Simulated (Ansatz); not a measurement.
Pulling on the B1–F2 bond in BFGeH4 (SMILES F[BH][GeH3]) (multiplicity 1 held, fragments rigid). Energies count from the point at 1.323 Å.
Geometry at that point (charge 0, multiplicity 1):
```xyz
7

B      0.4677    -1.2689    -0.2311
F     -0.4225    -2.1999     0.0709
Ge     0.0062     0.7478     0.0285
H      0.1364     1.4887    -1.3174
H     -1.4107     0.9837     0.5799
H      1.0201     1.3934     0.9941
H      1.5216    -1.6520    -0.6498
```

Signs of static correlation in cc-pVDZ, from Ansatz (an electronic-structure program) runs.

```
R (Å)  T1 of restricted CCSD  ⟨S²⟩ of UHF  largest double amplitude of restricted CCSD
-----  ---------------------  -----------  -------------------------------------------
1.058                  0.012        0.000                                        0.031
1.191                  0.013        0.000                                        0.030
1.323                  0.015        0.000                                        0.029
1.455                  0.017        0.000                                        0.029
1.588                  0.018        0.000                                        0.029
1.786                  0.021        0.000                                        0.032
1.985                  0.025        0.000                                        0.042
2.315                  0.035          [?]                                        0.136
2.646                  0.054        0.895                                        0.234
3.043                  0.091        0.975                                        0.414
3.572                  0.148        1.001                                          [?]
4.234                  0.200        1.007                                        1.269
```

Task: What belongs in the gaps?

Result: 
- 2.315, ⟨S²⟩ of UHF: 0.655
- 3.572, largest double amplitude of restricted CCSD: 0.795

Doubts at one or more of the structures used: a restricted determinant that unrestricted orbitals would lower (R-CCSD(T)/cc-pVDZ); T1 above 0.05 (R-CCSD(T)/cc-pVDZ, U-CCSD(T)/cc-pVDZ); other coupled-cluster roots lie near (R-CCSD(T)/cc-pVDZ); a spin-contaminated determinant (U-CCSD(T)/cc-pVDZ); the program's own flag: other amplitudes (U-CCSD(T)/cc-pVDZ).
